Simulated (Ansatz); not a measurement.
Calculated with Ansatz (gas phase, PBE0-D4/def2-TZVP geometries, no zero-point term in ΔE). CCSD(T)/CBS adds triple-zeta CCSD(T) − MP2 to the extrapolated MP2 energy (def2 sets, frozen cores). DFT in def2-TZVPP. For Ge outer-core shells are correlated without core-valence functions, which leaves a few kJ/mol of doubt a bond. Scalar relativity is left out up to krypton. Each species was taken in one conformer, which may not be the lowest.

Consider the substitution at a C–Ge bond: `C[C](=O)[GeH3]` + `CB(O)F` → `CB(F)OC(C)=O` + GeH₄.

CCSD(T)/CBS gives -4.4 kcal/mol.

Q: Another level gave -10.0 kcal/mol. Which?
A. CCSD/def2-TZVPP
B. HF/def2-TZVPP
C. ωB97X-V/def2-TZVPP
D. PBE/def2-TZVPP

A: B. HF/def2-TZVPP -10.0, CCSD/def2-TZVPP -5.6, ωB97X-V -7.6, PBE -4.5 kcal/mol.

Largest T1 diagnostic among the species: 0.014.

In def2-TZVPP, CCSD(T) changes the Hartree–Fock value by +4.6 kcal/mol (the triples alone add +0.2 kcal/mol) and MP2 by +5.1 kcal/mol. From PBE to PBE0 (25 % exact exchange), in def2-TZVPP and without D4, ΔE moves by −1.6 kcal/mol.

CCSD(T)/CBS has its own doubt, a few kJ/mol and more with outer-core shells, so smaller differences from it don't rank the levels.
